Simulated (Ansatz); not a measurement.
Reactions of CH7AlGeO (`C[O][AlH][GeH3]`).

Gas-phase electronic energies from Ansatz, PBE0-D4/def2-TZVP geometries. CCSD(T)/CBS is the MP2 limit (def2-TZVPP, def2-QZVPP) plus CCSD(T) − MP2 in def2-TZVPP, frozen cores. This one scheme is used for every species. For Br, Ge, Mg, Se outer-core shells are correlated without core-valence functions, which leaves a few kJ/mol of doubt a bond. Scalar relativity is left out up to krypton. Each species was taken in one conformer, which may not be the lowest.

(1) Order these by ΔE at CCSD(T)/CBS, lowest first. (An estimate is asked.)
A. `C[O][AlH][GeH3]` + `N[SiH2][SiH3]` → `[SiH3][SiH2][NH][GeH3]` + `C[O][AlH2]`
B. `C[O][AlH][GeH3]` + H₂Se → `[GeH3][SeH]` + `C[O][AlH2]`
C. `C[O][AlH][GeH3]` + fluoromethane → `F[CH2][AlH][GeH3]` + CH₃OH
D. `C[O][AlH][GeH3]` + `CBr` → `C[O][AlH][Br]` + `[CH3][GeH3]`
E. `C[O][AlH][GeH3]` + `C[CH2][Mg][CH3]` → `[CH3][AlH][GeH3]` + `C[CH2][Mg][O]C`
F. `C[O][AlH][GeH3]` + `CNBF` → `C[N]([GeH3])BF` + `C[O][AlH2]`
G. `C[O][AlH][GeH3]` + `F[Si](F)(S)Cl` → `C[O][AlH][SH]` + `F[Si](F)(Cl)[GeH3]`
H. `C[O][AlH][GeH3]` + `FCC(F)CF` → `FC[CH](F)[GeH3]` + `C[O][AlH][CH2]F`

Largest T1 diagnostic: 0.013, for `C[O][AlH][GeH3]`.

## Answers

(1) D (-188.5 kJ/mol), G (-41.1 kJ/mol), B (-23.1 kJ/mol), E (+1.8 kJ/mol), A (+21.8 kJ/mol), F (+29.9 kJ/mol), H (+60.1 kJ/mol), C (+163.8 kJ/mol).
